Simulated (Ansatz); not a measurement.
ZnCu₂⁻. The state is a doublet with charge -1. Geometry r2SCAN-D4/def2-TZVPD.

```xyz
3

Cu   -0.855    0.795    0.730
Cu    0.806    0.716   -0.868
Zn    0.049   -1.511    0.138
```

LC-ωPBE has ω = 0.4 bohr⁻¹. B3LYP takes the VWN-RPA correlation. At r2SCAN-D4/def2-TZVPD, B3LYP-D4/def2-TZVPD, PBE0-D4/def2-SVPD the highest occupied level of the charge -1 doublet lies above zero (up to 0.18 eV). By energy differences its removal costs 1.70 eV (vertical, to the charge 0 singlet, at r2SCAN-D4/def2-TZVPD); a positive level beside a positive removal energy at the same level points to self-interaction error. At LC-ωPBE/def2-TZVPD the charge -1 doublet is spin-contaminated (final ⟨S²⟩ up to 0.90, 0.75 for a pure state). The structure comes from a short search, and lower isomers may exist.

Estimate the α-spin orbital energies around the gap (eV) in Ansatz with r2SCAN-D4/def2-TZVPD, B3LYP-D4/def2-TZVPD, PBE0-D4/def2-SVPD, LC-ωPBE/def2-TZVPD, ωB97M-V/def2-TZVPD.


| orbital | r2SCAN-D4/def2-TZVPD | B3LYP-D4/def2-TZVPD | PBE0-D4/def2-SVPD | LC-ωPBE/def2-TZVPD | ωB97M-V/def2-TZVPD |
| --- | --- | --- | --- | --- | --- |
| HOMO−5 | -0.99 | -2.47 | -2.32 | -5.44 | -5.26 |
| HOMO−4 | -0.85 | -2.24 | -2.12 | -5.20 | -5.08 |
| HOMO−3 | -0.78 | -2.20 | -2.08 | -5.15 | -5.05 |
| HOMO−2 | -0.77 | -2.18 | -2.04 | -5.14 | -5.02 |
| HOMO−1 | 0.01 | -0.35 | -0.18 | -2.11 | -1.97 |
| HOMO | 0.18 | 0.11 | 0.14 | -1.83 | -1.45 |
| LUMO | 2.00 | 2.28 | 2.57 | 3.63 | 3.31 |
| LUMO+1 | 2.31 | 2.56 | 2.81 | 3.79 | 3.52 |
| LUMO+2 | 2.92 | 3.05 | 3.46 | 4.14 | 3.81 |
| LUMO+3 | 3.06 | 3.20 | 3.58 | 4.40 | 4.25 |
| LUMO+4 | 3.71 | 3.53 | 4.32 | 4.68 | 4.46 |
| LUMO+5 | 3.75 | 3.55 | 4.43 | 4.84 | 4.60 |
| β HOMO | 0.10 | -0.25 | -0.08 | -2.16 | -1.87 |
| β LUMO | 1.38 | 1.53 | 2.04 | 3.53 | 2.93 |
